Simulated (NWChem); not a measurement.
System: C2H6B, doublet; SMILES C[B]C

Here is an NWChem input.

```
start job
memory heap 200 mb stack 900 mb global 1100 mb
geometry units angstroms noautosym nocenter noautoz
  C     -1.403570     0.008968    -0.119880
  B      0.000000     0.000000     0.539114
  C      1.403570    -0.008968    -0.119880
  H     -1.679296    -1.062138    -0.202092
  H     -2.194930     0.481610     0.480597
  H     -1.420317     0.418164    -1.146803
  H      1.420317    -0.418164    -1.146803
  H      2.194930    -0.481610     0.480597
  H      1.679296     1.062138    -0.202092
end
basis spherical
  * library cc-pvtz
end
dft
  odft
  mult 2
  xc xpbe96 cpbe96
  iterations 150
  semidirect filesize 400000000
end
property
  efieldgrad
end
task dft property
```

In the optimisation the excess spin sits in a (C2, its own frame). Coordinates come from a PBE0/def2-SVP, spin-unrestricted optimisation. No stability test was run on the SCF state.

Vzz is the largest principal value of the second derivative of the potential at the nucleus (NWChem prints the opposite sign); η is the asymmetry. Non-relativistic.

Atoms are numbered as in the input.

Problem. Predict the main results of this run. (PBE/cc-pVTZ, spin-unrestricted.) Quantities: Vzz B2 (a.u.); η B2.

Solution. 
```
Quantity       Result
-------------  ------
Vzz B2 (a.u.)   0.532
η B2             0.41
```
